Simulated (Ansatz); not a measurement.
`[CH3][Ge]([CH3])([F])[F]` + H₂ → `[CH3][GeH]([F])[F]` + CH₄ at 700 K and 1 bar (hydrogenolysis of a Ge–C bond).

Calculated with Ansatz (gas phase, PBE0-D4/def2-TZVP geometries, no zero-point term in ΔE). CCSD(T)/CBS adds triple-zeta CCSD(T) − MP2 to the extrapolated MP2 energy (def2 sets, frozen cores). This one scheme is used for every species. For Ge outer-core shells are correlated without core-valence functions, which leaves a few kJ/mol of doubt a bond. Scalar relativity is left out up to krypton.

| species | CCSD(T)/CBS energy (Eh) | H − E (kJ/mol) | S (J/(mol·K)) |
| --- | --- | --- | --- |
| `[CH3][Ge]([CH3])([F])[F]` | -2355.52488 | 288.5 | 485.4 |
| H₂ | -1.17544 | 46.8 | 155.3 |
| `[CH3][GeH]([F])[F]` | -2316.24489 | 193.0 | 418.9 |
| CH₄ | -40.46206 | 145.9 | 224.0 |

H − E and S are ideal-gas, rigid-rotor, harmonic terms from PBE0-D4/def2-TZVP. For small species the MP2-based limit differs from directly extrapolated CCSD(T) by up to some mEh (0.8 for H₂); such offsets cancel only in part. 1 Eh = 2625.50 kJ/mol, R = 8.31446 J/(mol·K).

**Question.** By hand: ΔE, ΔH, ΔS and ΔG.

**Answer.** ΔE = (-2316.24489) + (-40.46206) − (-2355.52488) − (-1.17544) = -0.00663 Eh = -17.4 kJ/mol. Δ(H − E) = 193.0 + 145.9 − 288.5 − 46.8 = 3.6, so ΔH = -13.8 kJ/mol. ΔS = 418.9 + 224.0 − 485.4 − 155.3 = 2.2 J/(mol·K). ΔG = -13.8 − 700 × (2.2)/1000 = -15.3 kJ/mol.

**Question.** By hand: the equilibrium constant, and the temperature at which ΔG would vanish if ΔH and ΔS stayed fixed.

**Answer.** log₁₀ K = −ΔG/(RT ln 10) = 1.1. ΔH and −TΔS have one sign here, so there is no such temperature.

The number of gas molecules stays the same, so ΔS is small and ΔH decides. A doubt of 5 kJ/mol in ΔE shifts log₁₀ K by 0.4 here. These are equilibria of isolated gas molecules and say nothing of rates. Largest T1 diagnostic: 0.012 (customary marks: 0.02 for closed shells, 0.045 for open ones).

ΔS is within the doubt of such terms, so its sign, and with it that verdict, could turn.
